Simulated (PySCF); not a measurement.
I, SMILES `[I]` (charge 0, multiplicity 2)

Computed with PBE0-D3(BJ)/def2-TZVP (PySCF 2.14.0).

```
Quantity                                         Result
-----------------------------  ------------------------
highest occupied spin orbital                  -7.86 eV
dipole moment                                    0.00 D
total energy                               -297.6932 Ha
cost                           roughly 2.0 core-seconds
```

Bond lengths (Å): .
Charge 0, spin multiplicity 2.
